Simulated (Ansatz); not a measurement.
Ansatz (a quantum-chemistry and plane-wave program) input (B3LYP-D3(BJ)/def2-TZVP):

Ansatz 0.2 input:
```yaml
crystal:
  periodic: [false, false, false]
  atoms:
    - {symbol: Si, position_ang: [0.70588305, 0.06655777, 0.20887699]}
    - {symbol: C, position_ang: [0.00933535, -1.30929310, -0.91536431]}
    - {symbol: C, position_ang: [-0.28237497, 1.68489032, 0.09981290]}
    - {symbol: O, position_ang: [0.55197914, -0.36851331, 1.78987533]}
    - {symbol: H, position_ang: [0.01105480, -1.00688813, -1.95685326]}
    - {symbol: H, position_ang: [-1.01909448, -1.54032269, -0.63805129]}
    - {symbol: H, position_ang: [0.58577224, -2.22713036, -0.83954174]}
    - {symbol: H, position_ang: [-1.32000518, 1.51081893, 0.37927576]}
    - {symbol: H, position_ang: [-0.26608311, 2.09079725, -0.90635295]}
    - {symbol: H, position_ang: [0.11967844, 2.43446984, 0.77276885]}
    - {symbol: H, position_ang: [0.73504870, -1.25054442, 2.09811414]}
basis:
  gaussian:
    orbitals: def2-TZVP
hamiltonian:
  xc: b3lyp
  dispersion: d3bj
magnetization: {spin_polarized: true, initial_magnetization: 1}
relax: {f_tol: 0.002, max_steps: 150}
```

Output:

```
Functional definition: B3LYP
integrals: 0.08 GiB planned
1080 factors; their error is unknown
0.24 GiB of the device are held for the grids
0.89 GiB of device memory are held for the factors and their scratch space
mean field: 0.82 GiB planned
mean field evaluation 1: about -12099.9656 eV, gradient 6.4e1 eV
mean field evaluation 2: about -12082.1086 eV, gradient 8.9e1 eV
mean field evaluation 4: about -12116.0072 eV, gradient 5.2e0 eV
mean field evaluation 8: about -12116.1230 eV, gradient 4.0e-2 eV
mean field evaluation 16: about -12116.1395 eV, gradient 1.4e-4 eV
mean field -12116.13947905 eV, -445.2599132407 hartree, gradient 3.4e-5 eV, S^2 0.751520; 0 other end points of the search recorded, 0 dependent functions left out
the calculation of the forces begins
reference -12116.13975001 eV, -445.2599231982 hartree; 21, 20 occupied and 151, 152 virtual orbitals, 1080 factors
relax step   1: F+E_penalty+E_count = -12116.51164148 eV  Δ(F+E_penalty+E_count) = +0.000e0 eV  max|allowed force component| = 5.342e-1 eV/Å  Δτ_max = 0.0000 Å  (30 SCF iters, accepted)
these checks for a lower state are left out or cut short: starts, cluster_reference, orbital_swaps, neighbouring_geometries, increment
integrals: 0.08 GiB planned
1080 factors; their error is unknown
0.24 GiB of the device are held for the grids
0.89 GiB of device memory are held for the factors and their scratch space
mean field: 0.82 GiB planned
mean field -12116.15973071 eV, -445.2606574755 hartree, gradient 1.2e-5 eV, S^2 0.751511; 0 other end points of the search recorded, 0 dependent functions left out
the calculation of the forces begins
reference -12116.16000133 eV, -445.2606674206 hartree; 21, 20 occupied and 151, 152 virtual orbitals, 1080 factors
relax step   2: F+E_penalty+E_count = -12116.53355907 eV  Δ(F+E_penalty+E_count) = -2.192e-2 eV  max|allowed force component| = 3.946e-1 eV/Å  Δτ_max = 0.0517 Å  (32 SCF iters, accepted)
these checks for a lower state are left out or cut short: starts, cluster_reference, orbital_swaps, neighbouring_geometries, increment
integrals: 0.08 GiB planned
1080 factors; their error is unknown
0.24 GiB of the device are held for the grids
0.89 GiB of device memory are held for the factors and their scratch space
mean field: 0.82 GiB planned
mean field evaluation 32: about -12116.1666 eV, gradient 1.4e-5 eV
mean field -12116.16662285 eV, -445.2609107572 hartree, gradient 1.4e-5 eV, S^2 0.751497; 0 other end points of the search recorded, 0 dependent functions left out
the calculation of the forces begins
reference -12116.16689357 eV, -445.2609207058 hartree; 21, 20 occupied and 151, 152 virtual orbitals, 1080 factors
relax step   3: F+E_penalty+E_count = -12116.54110518 eV  Δ(F+E_penalty+E_count) = -7.546e-3 eV  max|allowed force component| = 2.477e-1 eV/Å  Δτ_max = 0.0613 Å  (32 SCF iters, accepted)
these checks for a lower state are left out or cut short: starts, cluster_reference, orbital_swaps, neighbouring_geometries, increment
integrals: 0.08 GiB planned
1080 factors; their error is unknown
0.24 GiB of the device are held for the grids
0.89 GiB of device memory are held for the factors and their scratch space
mean field: 0.83 GiB planned
mean field -12116.16861791 eV, -445.2609840740 hartree, gradient 8.9e-6 eV, S^2 0.751497; 0 other end points of the search recorded, 0 dependent functions left out
the calculation of the forces begins
reference -12116.16888753 eV, -445.2609939824 hartree; 21, 20 occupied and 151, 152 virtual orbitals, 1080 factors
relax step   4: F+E_penalty+E_count = -12116.54370929 eV  Δ(F+E_penalty+E_count) = -2.604e-3 eV  max|allowed force component| = 1.940e-1 eV/Å  Δτ_max = 0.0308 Å  (33 SCF iters, accepted)
these checks for a lower state are left out or cut short: starts, cluster_reference, orbital_swaps, neighbouring_geometries, increment
integrals: 0.08 GiB planned
1080 factors; their error is unknown
0.24 GiB of the device are held for the grids
0.89 GiB of device memory are held for the factors and their scratch space
mean field: 0.83 GiB planned
mean field -12116.17052492 eV, -445.2610541553 hartree, gradient 1.2e-5 eV, S^2 0.751502; 0 other end points of the search recorded, 0 dependent functions left out
the calculation of the forces begins
reference -12116.17079482 eV, -445.2610640740 hartree; 21, 20 occupied and 151, 152 virtual orbitals, 1080 factors
relax step   5: F+E_penalty+E_count = -12116.54531158 eV  Δ(F+E_penalty+E_count) = -1.602e-3 eV  max|allowed force component| = 7.245e-2 eV/Å  Δτ_max = 0.0370 Å  (32 SCF iters, accepted)
these checks for a lower state are left out or cut short: starts, cluster_reference, orbital_swaps, neighbouring_geometries, increment
integrals: 0.08 GiB planned
1080 factors; their error is unknown
0.24 GiB of the device are held for the grids
0.89 GiB of device memory are held for the factors and their scratch space
mean field: 0.83 GiB planned
mean field -12116.17149432 eV, -445.2610897801 hartree, gradient 9.3e-6 eV, S^2 0.751487; 0 other end points of the search recorded, 0 dependent functions left out
the calculation of the forces begins
reference -12116.17176478 eV, -445.2610997194 hartree; 21, 20 occupied and 151, 152 virtual orbitals, 1080 factors
relax step   6: F+E_penalty+E_count = -12116.54545590 eV  Δ(F+E_penalty+E_count) = -1.443e-4 eV  max|allowed force component| = 9.682e-2 eV/Å  Δτ_max = 0.0179 Å  (32 SCF iters, accepted)
these checks for a lower state are left out or cut short: starts, cluster_reference, orbital_swaps, neighbouring_geometries, increment
integrals: 0.08 GiB planned
1080 factors; their error is unknown
0.24 GiB of the device are held for the grids
0.89 GiB of device memory are held for the factors and their scratch space
mean field: 0.83 GiB planned
mean field -12116.17159464 eV, -445.2610934670 hartree, gradient 9.0e-6 eV, S^2 0.751493; 0 other end points of the search recorded, 0 dependent functions left out
the calculation of the forces begins
reference -12116.17186497 eV, -445.2611034015 hartree; 21, 20 occupied and 151, 152 virtual orbitals, 1080 factors
relax step   7: F+E_penalty+E_count = -12116.54591911 eV  Δ(F+E_penalty+E_count) = -4.632e-4 eV  max|allowed force component| = 2.072e-2 eV/Å  Δτ_max = 0.0075 Å  (33 SCF iters, accepted)
these checks for a lower state are left out or cut short: starts, cluster_reference, orbital_swaps, neighbouring_geometries, increment
integrals: 0.08 GiB planned
1080 factors; their error is unknown
0.24 GiB of the device are held for the grids
0.89 GiB of device memory are held for the factors and their scratch space
mean field: 0.83 GiB planned
mean field evaluation 64: about -12116.1717 eV, gradient 1.4e-4 eV
mean field -12116.17166703 eV, -445.2610961274 hartree, gradient 8.9e-6 eV, S^2 0.751492; 0 other end points of the search recorded, 0 dependent functions left out
the calculation of the forces begins
reference -12116.17193744 eV, -445.2611060644 hartree; 21, 20 occupied and 151, 152 virtual orbitals, 1080 factors
relax step   8: F+E_penalty+E_count = -12116.54595628 eV  Δ(F+E_penalty+E_count) = -3.717e-5 eV  max|allowed force component| = 1.021e-2 eV/Å  Δτ_max = 0.0087 Å  (33 SCF iters, accepted)
these checks for a lower state are left out or cut short: starts, cluster_reference, orbital_swaps, neighbouring_geometries, increment
integrals: 0.08 GiB planned
1080 factors; their error is unknown
0.24 GiB of the device are held for the grids
0.89 GiB of device memory are held for the factors and their scratch space
mean field: 0.83 GiB planned
mean field -12116.17167690 eV, -445.2610964899 hartree, gradient 8.1e-6 eV, S^2 0.751492; 0 other end points of the search recorded, 0 dependent functions left out
the calculation of the forces begins
reference -12116.17194732 eV, -445.2611064277 hartree; 21, 20 occupied and 151, 152 virtual orbitals, 1080 factors
relax step   9: F+E_penalty+E_count = -12116.54596223 eV  Δ(F+E_penalty+E_count) = -5.951e-6 eV  max|allowed force component| = 7.457e-3 eV/Å  Δτ_max = 0.0026 Å  (27 SCF iters, accepted)
these checks for a lower state are left out or cut short: starts, cluster_reference, orbital_swaps, neighbouring_geometries, increment
integrals: 0.08 GiB planned
1080 factors; their error is unknown
0.24 GiB of the device are held for the grids
0.89 GiB of device memory are held for the factors and their scratch space
mean field: 0.83 GiB planned
mean field -12116.17167781 eV, -445.2610965235 hartree, gradient 1.8e-5 eV, S^2 0.751491; 0 other end points of the search recorded, 0 dependent functions left out
the calculation of the forces begins
reference -12116.17194824 eV, -445.2611064615 hartree; 21, 20 occupied and 151, 152 virtual orbitals, 1080 factors
relax step  10: F+E_penalty+E_count = -12116.54596398 eV  Δ(F+E_penalty+E_count) = -1.757e-6 eV  max|allowed force component| = 2.197e-3 eV/Å  Δτ_max = 0.0009 Å  (24 SCF iters, accepted)
these checks for a lower state are left out or cut short: starts, cluster_reference, orbital_swaps, neighbouring_geometries, increment
integrals: 0.08 GiB planned
1080 factors; their error is unknown
0.24 GiB of the device are held for the grids
0.89 GiB of device memory are held for the factors and their scratch space
mean field: 0.83 GiB planned
mean field -12116.17167387 eV, -445.2610963787 hartree, gradient 1.2e-5 eV, S^2 0.751491; 0 other end points of the search recorded, 0 dependent functions left out
the calculation of the forces begins
reference -12116.17194430 eV, -445.2611063168 hartree; 21, 20 occupied and 151, 152 virtual orbitals, 1080 factors
relax step  11: F+E_penalty+E_count = -12116.54596433 eV  Δ(F+E_penalty+E_count) = -3.474e-7 eV  max|allowed force component| = 2.004e-4 eV/Å  Δτ_max = 0.0006 Å  (24 SCF iters, accepted)
integrals: 0.08 GiB planned
1080 factors; their error is unknown
0.24 GiB of the device are held for the grids
0.89 GiB of device memory are held for the factors and their scratch space
mean field: 0.83 GiB planned
mean field evaluation 96: about -12116.1715 eV, gradient 2.5e-1 eV
mean field -12116.17167387 eV, -445.2610963787 hartree, gradient 1.2e-5 eV, S^2 0.751491; 1 other end points of the search recorded, 0 dependent functions left out
the calculation of the forces begins
reference -12116.17194430 eV, -445.2611063168 hartree; 21, 20 occupied and 151, 152 virtual orbitals, 1080 factors
Total energy: -12116.54623476 eV, -445.2748612374 hartree
Atom 0 at     0.681071     0.051095     0.242827 Å, force     0.000026    -0.000001     0.000191 eV/Å
Atom 1 at    -0.009877    -1.272670    -0.909976 Å, force     0.000094    -0.000064    -0.000059 eV/Å
Atom 2 at    -0.287774     1.649132     0.086907 Å, force     0.000097    -0.000047    -0.000200 eV/Å
Atom 3 at     0.499469    -0.405488     1.836379 Å, force    -0.000010     0.000068    -0.000094 eV/Å
Atom 4 at     0.072916    -0.955382    -1.951575 Å, force     0.000005     0.000066     0.000018 eV/Å
Atom 5 at    -1.067496    -1.446103    -0.685441 Å, force    -0.000048    -0.000012     0.000020 eV/Å
Atom 6 at     0.521343    -2.220451    -0.806411 Å, force    -0.000064    -0.000013    -0.000037 eV/Å
Atom 7 at    -1.337032     1.472204     0.343987 Å, force    -0.000025    -0.000060     0.000127 eV/Å
Atom 8 at    -0.243162     2.032221    -0.934150 Å, force    -0.000028     0.000010     0.000030 eV/Å
Atom 9 at     0.102402     2.414637     0.758399 Å, force    -0.000032     0.000103    -0.000015 eV/Å
Atom 10 at     0.899333    -1.234352     2.111616 Å, force    -0.000017    -0.000049     0.000020 eV/Å
Dipole moment:     0.003999    -0.209668    -0.117235 e Å
```

It need not be the lowest isomer of its formula.
